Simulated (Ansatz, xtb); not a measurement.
**C2H5FOSi: which of two isomers lies lower**

Structure a: `F[C@@H]1O[C@@H]1[SiH3]`, a singlet. Structure b: `F[C@@H]1O[C@H]1[SiH3]`, a singlet. Both are isolated molecules in the gas phase, relaxed with PBE-D3(BJ)/def2-SVP.

a (Å):

```xyz
10

C    -1.3544   -0.1654    1.9884
C    -0.5505    0.8898    1.3470
F    -1.2976   -1.4420    1.5092
O    -2.0155    0.7572    1.2006
Si    0.4764    0.5731   -0.2221
H    -1.5884   -0.1745    3.0717
H    -0.2513    1.7483    1.9843
H    -0.0723   -0.5949   -0.9816
H     0.4309    1.8076   -1.0778
H     1.9022    0.3131    0.1834
```

b (Å):

```yaml
atoms:
  - { symbol: C, position_ang: [-1.7174, -0.4237, 0.8980] }
  - { symbol: C, position_ang: [-0.8997, 0.8020, 0.9908] }
  - { symbol: F, position_ang: [-3.0251, -0.3183, 0.5363] }
  - { symbol: O, position_ang: [-1.3993, 0.0481, 2.1580] }
  - { symbol: Si, position_ang: [0.9857, 0.8154, 0.7757] }
  - { symbol: H, position_ang: [-1.3124, -1.4122, 0.6016] }
  - { symbol: H, position_ang: [-1.4663, 1.7388, 0.8145] }
  - { symbol: H, position_ang: [1.4771, -0.6043, 0.7992] }
  - { symbol: H, position_ang: [1.6168, 1.5863, 1.8995] }
  - { symbol: H, position_ang: [1.3384, 1.4600, -0.5366] }
```

Energies in hartree; the thermal terms are from PBE-D3(BJ)/def2-SVP harmonic frequencies (ideal gas, rigid rotor, one conformer each, 298.15 K, 1 atm) and include the zero-point energy:

|  | a | b |
| --- | --- | --- |
| E, CCSD(T)/def2-SVP | −542.329002 | −542.328090 |
| E, MP2/def2-SVP | −542.264566 | −542.263698 |
| E, MP2/def2-TZVPP | −542.872275 | −542.872049 |
| zero-point energy | 0.062660 | 0.062700 |
| H(298 K) − E | 0.069705 | 0.069730 |
| G(298 K) − E | 0.032625 | 0.032924 |

Q: Correct the CCSD(T) difference for the basis set by the MP2 change, then work out ΔE, ΔE₀, ΔH and ΔG for a → b in kcal/mol (1 Eh = 627.51 kcal/mol) and the equilibrium ratio [b]/[a].

A: 1. Differences b − a: CCSD(T) +0.000912, MP2 in the small set +0.000868, MP2 in the large set +0.000226 Eh.
2. ΔE = +0.000912 + (+0.000226 − (+0.000868)) = +0.000270 Eh = +0.17 kcal/mol.
3. ΔE₀ = ΔE + ΔZPE = +0.000270 + (+0.000040) Eh = +0.19 kcal/mol.
4. ΔH = ΔE + (+0.000025) Eh = +0.19 kcal/mol.
5. ΔG = ΔE + (+0.000299) Eh = +0.36 kcal/mol, so ΔS = (ΔH − ΔG)/T = −2.4 J/(mol K).
6. kT = 0.9442 mEh, so K = [b]/[a] = exp(−ΔG/kT) = exp(−0.60) ≈ 0.55.

The two are too close for this level to say which is favoured. An error of 1 kcal/mol in ΔG would change K by a factor of 5.4. Mirror images and further conformers aren't counted.

As drawn, both hold the same kinds of bond in the same numbers.

Other levels gave ΔE = +0.8 (GFN2-xTB); −0.2 (HF/STO-3G, GFN2-xTB geometries); +0.5 (r2SCAN-D4/def2-SVP, GFN2-xTB geometries); +0.4 (PBE-D3(BJ)/def2-SVP); +0.5 (HF/def2-SVP); +0.5 (MP2/def2-SVP); +0.6 (CCSD(T)/def2-SVP) kcal/mol. The correlated steps freeze 9 core orbitals. Programs: Ansatz 0.2.0, xtb 6.7.1.
